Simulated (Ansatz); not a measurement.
A structure relaxed at PBE0-D4/def2-TZVP, charge 0, multiplicity 1:

```xyz
15

C     1.044    0.227   -0.949
C    -0.200    0.004   -0.099
C    -0.458   -1.496    0.069
C    -0.044    0.661    1.266
O    -1.360    0.456   -0.757
Au   -1.455    2.375   -1.179
H     0.910   -0.220   -1.936
H     1.930   -0.210   -0.482
H     1.220    1.299   -1.079
H    -1.361   -1.658    0.659
H     0.386   -1.971    0.575
H    -0.592   -1.965   -0.908
H    -0.951    0.523    1.857
H     0.802    0.240    1.817
H     0.128    1.735    1.146
```

(1) Give its formula and SMILES.

(2) Point group (tolerance 0.08 Å, 0.16 Å for H)?

(3) Summarise the bond lengths by kind.

Results:

(1) C4H9AuO, `CC(C)(C)[O][Au]`.

(2) Cs.

(3) 3 × C–C 1.523 to 1.531 Å; 9 × C–H 1.091 to 1.095 Å; 1 × C–O 1.409 Å; 1 × Au–O 1.967 Å.

Program: Ansatz 0.2.0.
